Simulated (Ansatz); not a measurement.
Molecule: sum formula BOCl2 (charge 0, doublet). It need not be the lowest isomer of its formula. 
Structure (B3LYP-D3(BJ)/def2-TZVP (Ansatz, a program for electronic structure) minimum search):
SMILES: B(Cl)([O])Cl
```xyz
4

B     -0.3263    -0.1169    -0.1195
Cl     0.1564     1.5204    -0.5290
Cl     0.6475    -1.2323     0.8233
O     -1.5044    -0.5390    -0.5508
```
Charge 0, spin multiplicity 2.

Basis-set convergence of Hartree-Fock and CCSD(T) correlation energies (hartree) with Ansatz. Cores are frozen in the correlated levels unless marked. Open shells are spin-unrestricted. Spin-orbit coupling is left out. Non-relativistic.

| basis | functions | E(HF) | E(corr, CCSD(T)) |
|---|---|---|---|
| aug-cc-pV(D+d)Z | 110 | -1018.66633 | -0.58379 |
| aug-cc-pV(T+d)Z | 202 | -1018.71787 | -0.73950 |
| aug-cc-pV(Q+d)Z | 338 | -1018.73077 | -0.79164 |

Extrapolating the two largest sets (X = 3 and 4) as X^-3: E(corr) = (64·(-0.79164) - 27·(-0.73950))/37 = -0.8297 Eh, an estimate of the basis-set limit. The largest set recovers 95.4 % of it, the smallest 70.4 %.
